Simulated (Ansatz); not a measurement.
Reaction (ligand exchange at the Si–C bond): `[SiH3]/C=C\CCl` + `S[SiH]1CO1` → `[SiH3]S[SiH]1CO1` + `C=CCCl`

Program: Ansatz. Geometries: PBE0-D4/def2-TZVP. ΔE: electronic, gas phase. CCSD(T)/CBS adds triple-zeta CCSD(T) − MP2 to the extrapolated MP2 energy (def2 sets, frozen cores). DFT in def2-TZVPP. B3LYP here is the variant with VWN-RPA as its local correlation; programs differ in this. One conformer a species, not always the lowest.

`[SiH3]/C=C\CCl`:

Z-matrix (Å, degrees):
```
Si
C 1 1.863
H 1 1.488 2 109.7
H 1 1.486 2 108.9 3 118.0
H 1 1.485 2 112.6 3 -121.1
C 2 1.333 1 129.2 3 114.2
H 2 1.090 1 114.8 3 -66.4
C 6 1.484 2 125.8 1 -1.8
H 6 1.089 2 119.7 1 178.4
Cl 8 1.793 6 110.3 2 119.1
H 8 1.091 6 111.3 2 -123.8
H 8 1.087 6 112.7 2 -0.5
```

`S[SiH]1CO1`:

Z-matrix (Å, degrees):
```
Si
C 1 1.798
O 1 1.652 2 50.8
S 1 2.112 2 121.3 3 -104.9
H 1 1.476 2 124.3 3 98.3
H 2 1.088 1 121.5 3 99.2
H 2 1.088 1 122.9 3 -98.9
H 4 1.344 1 93.3 2 179.8
```

`[SiH3]S[SiH]1CO1`:

Z-matrix (Å, degrees):
```
Si
S 1 2.147
H 1 1.483 2 110.8
H 1 1.482 2 105.2 3 119.1
H 1 1.483 2 110.8 3 -121.6
Si 2 2.108 1 97.8 3 64.0
O 6 1.652 2 119.1 1 123.8
C 6 1.799 2 122.0 1 -176.6
H 6 1.479 2 111.2 1 -16.1
H 8 1.088 6 121.3 2 -4.0
H 8 1.088 6 122.9 2 157.8
```

`C=CCCl`:

```xyz
9

C    -0.329    1.132   -0.792
C    -0.213   -0.154   -0.498
C     0.463   -0.655    0.723
Cl   -0.671   -1.598    1.745
H    -0.813    1.463   -1.703
H     0.057    1.901   -0.130
H    -0.617   -0.910   -1.166
H     0.844    0.160    1.336
H     1.279   -1.339    0.483
```

**Question.** Is it downhill or uphill in electronic energy at CCSD(T)/CBS, and by how much? (Estimate.)

**Answer.** Ansatz gave: Downhill: ΔE = -67.1 kJ/mol.

**Question.** What do these levels give: PBE-D4, r2SCAN-D4, ωB97X-V, ωB97M-V, PBE, B3LYP, HF/def2-TZVPP, MP2/def2-TZVPP, CCSD(T)/def2-TZVPP, SCS-MP2/def2-QZVPP, HF/CBS(def2), CCSD/CBS(def2)? (Best estimate.)

**Answer.** The calculation gave: PBE-D4 -64.9, r2SCAN-D4 -67.5, ωB97X-V -65.4, ωB97M-V -65.7, PBE -64.7, B3LYP -63.5, HF/def2-TZVPP -69.1, MP2/def2-TZVPP -68.3, CCSD(T)/def2-TZVPP -64.4, SCS-MP2/def2-QZVPP -68.2, HF/CBS(def2) -69.0, CCSD/CBS(def2) -67.0 kJ/mol.

Largest T1 diagnostic among the species: 0.013.
